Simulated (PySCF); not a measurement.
Isomers of C2H11NOSi2.

All values: CAM-B3LYP/def2-SVPD (PySCF) at PBE0-D3(BJ)/def2-SVP geometries, gas phase, one conformer each. Core orbitals are frozen in the response; Δα² is half the sum of the squared differences of the principal polarisabilities.

Task: Rank by dipole moment, highest first.
A. `[CH3:1][O:2][C@H:3]([SiH3:4])[SiH2:5][NH2:6]` with C1–O2–C3–Si4 -86°, O2–C3–Si5–N6 -51°, C3–Si5–N6–H -178° and 46°
B. `[NH2:1][SiH2:2][CH2:3][CH2:4][SiH2:5][OH:6]` with H–N1–Si2–C3 -64° and 168°, N1–Si2–C3–C4 -70°, Si2–C3–C4–Si5 69°, C3–C4–Si5–O6 -67°, C4–Si5–O6–H 53°
C. `[CH3:1][CH2:2][O:3][Si@@H:4]([NH2:5])[SiH3:6]` with C1–C2–O3–Si4 -171°, C2–O3–Si4–N5 59°, O3–Si4–N5–H 67° and -92°
D. `[CH3:1][CH2:2][O:3][SiH2:4][SiH2:5][NH2:6]` with C1–C2–O3–Si4 82°, C2–O3–Si4–Si5 171°, O3–Si4–Si5–N6 -174°, Si4–Si5–N6–H -167° and 55°

Result: B (3.19 D), C (2.19 D), A (1.27 D), D (1.06 D).

Task: Rank by vertical ionisation energy (ΔSCF), lowest first.
A. `[NH2:1][SiH2:2][CH2:3][CH2:4][SiH2:5][OH:6]` with H–N1–Si2–C3 -64° and 168°, N1–Si2–C3–C4 -70°, Si2–C3–C4–Si5 69°, C3–C4–Si5–O6 -67°, C4–Si5–O6–H 53°
B. `[CH3:1][CH2:2][O:3][Si@@H:4]([NH2:5])[SiH3:6]` with C1–C2–O3–Si4 -171°, C2–O3–Si4–N5 59°, O3–Si4–N5–H 67° and -92°
C. `[CH3:1][O:2][C@H:3]([SiH3:4])[SiH2:5][NH2:6]` with C1–O2–C3–Si4 -86°, O2–C3–Si5–N6 -51°, C3–Si5–N6–H -178° and 46°
D. `[CH3:1][CH2:2][O:3][SiH2:4][SiH2:5][NH2:6]` with C1–C2–O3–Si4 82°, C2–O3–Si4–Si5 171°, O3–Si4–Si5–N6 -174°, Si4–Si5–N6–H -167° and 55°

Result: C (9.07 eV), D (9.42 eV), B (9.60 eV), A (9.86 eV).

Task: Rank by HOMO–LUMO gap, highest first.
A. `[CH3:1][CH2:2][O:3][SiH2:4][SiH2:5][NH2:6]` with C1–C2–O3–Si4 82°, C2–O3–Si4–Si5 171°, O3–Si4–Si5–N6 -174°, Si4–Si5–N6–H -167° and 55°
B. `[CH3:1][CH2:2][O:3][Si@@H:4]([NH2:5])[SiH3:6]` with C1–C2–O3–Si4 -171°, C2–O3–Si4–N5 59°, O3–Si4–N5–H 67° and -92°
C. `[CH3:1][O:2][C@H:3]([SiH3:4])[SiH2:5][NH2:6]` with C1–O2–C3–Si4 -86°, O2–C3–Si5–N6 -51°, C3–Si5–N6–H -178° and 46°

Result: B (9.82 eV), C (9.47 eV), A (9.20 eV).

All values together:

| SMILES | μ (D) | HOMO (eV) | LUMO (eV) | α (Å³) | Δα (Å³) | ΔSCF removal energy (eV) |
| --- | --- | --- | --- | --- | --- | --- |
| CCO[SiH2][SiH2]N | 1.06 | -8.64 | 0.55 | 13.98 | 4.08 | 9.42 |
| CCO[SiH2]N[SiH3] | 1.21 | -8.72 | 1.01 | 13.27 | 2.64 | 9.45 |
| CCO[Si@@H](N)[SiH3] | 2.19 | -8.90 | 0.92 | 14.06 | 3.26 | 9.60 |
| N[SiH2]CC[SiH2]O | 3.19 | -9.13 | 0.74 | 13.21 | 2.84 | 9.86 |
| CO[C@H]([SiH3])[SiH2]N | 1.27 | -8.44 | 1.03 | 13.77 | 2.90 | 9.07 |

Conformers: `[CH3:1][CH2:2][O:3][SiH2:4][SiH2:5][NH2:6]` with C1–C2–O3–Si4 82°, C2–O3–Si4–Si5 171°, O3–Si4–Si5–N6 -174°, Si4–Si5–N6–H -167° and 55°; `[CH3:1][CH2:2][O:3][SiH2:4][NH:5][SiH3:6]` with C1–C2–O3–Si4 -177°, C2–O3–Si4–N5 176°, O3–Si4–N5–Si6 -3°; `[CH3:1][CH2:2][O:3][Si@@H:4]([NH2:5])[SiH3:6]` with C1–C2–O3–Si4 -171°, C2–O3–Si4–N5 59°, O3–Si4–N5–H 67° and -92°; `[NH2:1][SiH2:2][CH2:3][CH2:4][SiH2:5][OH:6]` with H–N1–Si2–C3 -64° and 168°, N1–Si2–C3–C4 -70°, Si2–C3–C4–Si5 69°, C3–C4–Si5–O6 -67°, C4–Si5–O6–H 53°; `[CH3:1][O:2][C@H:3]([SiH3:4])[SiH2:5][NH2:6]` with C1–O2–C3–Si4 -86°, O2–C3–Si5–N6 -51°, C3–Si5–N6–H -178° and 46°.

Task: By how much does the ΔSCF value exceed −ε(HOMO) over the species that have both?

Result: By 0.63 to 0.78 eV, 0.71 eV on average, over 5 species.
